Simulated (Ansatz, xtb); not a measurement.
C5H6BCl2N: 3 structures ranked

3 gas-phase structures of C5H6BCl2N, from a drawn sample of its isomers (lower ones may exist). Each was relaxed with GFN2-xTB; where two conformers were screened, the lower at r2SCAN-D4/def2-SVP is listed:

A. `Cn1cccc1B(Cl)Cl`, a singlet
B. `Cn1ccc(B(Cl)Cl)c1`, a singlet
C. `ClB(Cl)Cn1cccc1`, a singlet

**Question.** Make a reasoned guess at their ranking by r2SCAN-D4/def2-SVP single-point energy.

**Answer.** Calculated order at r2SCAN-D4/def2-SVP: A (0.0), B (0.7), C (14.5) kcal/mol. Less than 1 kcal/mol parts A and B, so the order within that pair means little.

Energies above the lowest of each column, in kcal/mol; the last columns are at PBE0-D3(BJ)/def2-SVP geometries:

```json
{"structure": "A", "GFN2-xTB": "0.0", "HF/STO-3G": "1.4", "r2SCAN-D4/def2-SVP": "0.0", "PBE0-D3(BJ)/def2-SVP": "0.0", "CCSD(T)/def2-SVP + ΔMP2/def2-TZVPP": "0.5"}
{"structure": "B", "GFN2-xTB": "0.6", "HF/STO-3G": "0.0", "r2SCAN-D4/def2-SVP": "0.7", "PBE0-D3(BJ)/def2-SVP": "0.1", "CCSD(T)/def2-SVP + ΔMP2/def2-TZVPP": "0.0"}
{"structure": "C", "GFN2-xTB": "13.3", "HF/STO-3G": "19.4", "r2SCAN-D4/def2-SVP": "14.5", "PBE0-D3(BJ)/def2-SVP": "13.2", "CCSD(T)/def2-SVP + ΔMP2/def2-TZVPP": "12.7"}
```

CCSD(T)/def2-SVP + ΔMP2/def2-TZVPP has A and B within 1 kcal/mol of each other at the bottom, and every level picks one of them. CCSD(T)/def2-SVP + ΔMP2/def2-TZVPP orders those it was run on as B (0.0), A (0.5), C (12.7) kcal/mol. Less than 1 kcal/mol parts B and A, so the order within that pair means little. Flexible structures stand in one conformer each, not always the lowest. ΔMP2 is the change of the MP2 energy from the smaller to the larger basis.

Programs: Ansatz 0.2.0, xtb 6.7.1.
